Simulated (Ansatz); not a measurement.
Process, species as SMILES: O=BCl → [B]=O + Cl atom (the B-Cl bond at the site shown breaks; other sites are not compared here)
Structures are relaxed separately at B3LYP-D3(BJ)/def2-TZVP in Ansatz (a program for electronic structure).

Property: bond dissociation energy (electronic energy difference), in kcal/mol. Correlated levels leave the core frozen unless marked. UHF or UKS for open shells. Spin-orbit coupling is left out. No relativistic terms. Basis-set limits of correlation are two-point, X^-3; Hartree-Fock from the larger set.

```
level      program  bond dissociation energy (kcal/mol)
---------  -------  -----------------------------------
HF/6-31G*   Ansatz                                 88.7
```

Task: What does CCSD(T)/CBS(aug-cc-pV(T+d)Z,aug-cc-pV(Q+d)Z) (Ansatz) give?

Result: 121.5 kcal/mol, so HF/6-31G* differs from it by -32.8 kcal/mol.
